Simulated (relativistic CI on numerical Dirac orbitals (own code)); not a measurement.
# What each ingredient does to the levels of Rh³⁰⁺

Base calculation: Dirac-Coulomb-Breit CI, KLI orbitals optimised for each configuration, model QED (radiative potential, 1s self-energy scaled to tabulated hydrogen-like ionisation energies), unscaled Slater integrals.

Configuration list (outside the closed core [Ne]): 3s2 3p3, 3s 3p4, 3s2 3p2 3d, 3p5, 3s 3p3 3d, 3p4 3d, 3s 3p2 3d2, 3s2 3p 3d 4p, 3p4 4s, 3s 3p2 3d 4s, 3p4 4p, 3s2 3p2 4s, 3s2 3p2 4p, 3s2 3p2 4d, 3p3 3d 4p, 3s 3p3 4s, 3s2 3p2 4f, 3s 3p3 4p, 3s 3p3 4d, 3s 3p3 4f, 3s2 3p2 5s, 3s2 3p2 5p, 3s2 3p 4s 4p, 3s2 3p2 5d, 3s2 3p2 5f, 3s2 3p2 5g, 3s 3p2 4s2, 3s 3p3 5s, 3s2 3p 3d2, 3s2 3d3, 3s 3p 3d3, 3s2 3d2 4s, 3s2 3d2 4p, 3s2 3d2 4d, 3p3 3d2, 3p2 3d3, 3p2 3d2 4s, 3p2 3d2 4p, 3p2 3d2 4d, 3s2 3p 3d 4s, 3s 3p 3d2 4s, 3s2 3d 4s2, 3s2 3d 4s 4p, 3s2 3d 4s 4d, 3s 3p2 3d 4p, 3s 3p 3d2 4p, 3s 3p 3d 4s 4p, 3s 3p 3d 4p2, 3s 3p 3d 4p 4d, 3p3 3d 4s, 3p2 3d 4s2, 3p2 3d 4s 4p, 3p2 3d 4s 4d, 3s2 3p 4s2, 3s 3p 3d 4s2, 3s2 4s2 4p, 3s2 4s2 4d, 3s2 3p 4p2, 3s2 3d 4p2, 3s2 4s 4p2, 3s2 4p3, 3s2 4p2 4d, 3s 3p2 4s 4p, 3s 3p 4s2 4p, 3s 3p 4s 4p2, 3s 3p 4s 4p 4d. Double excitations out of closed p, d and f shells are left out; levels of such configurations are missing from the list, as are those of other unlisted configurations, and high levels can miss mixing partners. These lack a partner that the ground configuration has and come out too high: 3s2 3p2 4f, 3s 3p3 4d, 3s 3p3 4f, 3s2 3p2 5s, 3s2 3p2 5p.

The lowest level and the first level of each name with at least 55 % of one term (blank where a level has no safe partner in the second run):

```tsv
Level	Base (cm⁻¹)	Shift (cm⁻¹)
3s2 3p3 4S°_3/2	0	0
3s2 3p3 2D°_5/2	273947	+2310
3s2 3p3 2P°_1/2	338721	+9101
3s2 3p3 2P°_3/2	563597	+9819
3s 3p4 4P_5/2	850762	-19103
3s2 3p2 3d 4D_1/2	1178984	-12226
3s2 3p2 3d 4F_7/2	1223818	-14020
3s2 3p2 3d 4F_9/2	1292603	-14082
3s2 3p2 3d 2G_9/2	1551613	-10586
3s 3p3 3d 6D°_5/2	1783048	
3s 3p3 3d 6D°_1/2	1784280	
3s 3p3 3d 6D°_3/2	1785495	
3s 3p3 3d 6D°_7/2	1794288	
3s 3p3 3d 6D°_9/2	1835804	
3s 3p3 3d 4D°_1/2	1995841	
3s 3p3 3d 4F°_7/2	2045551
```

At this charge energies of transitions that change n are usually good to better than 1 %, and those within a shell (Δn = 0) to a few per cent.

(1) One thing was changed in a second run, which moved the levels as shown. Which?
A. QED terms removed
B. Breit term removed
C. configuration mixing switched off
D. only the first 3 configurations

Results:

(1) D. Only the first 3 configurations. With fewer configurations the levels that remain lose their mixing partners.

LS names give the leading component of a level, which can be under half, so a name can repeat, a term be missing and a line seem to break the LS rules.
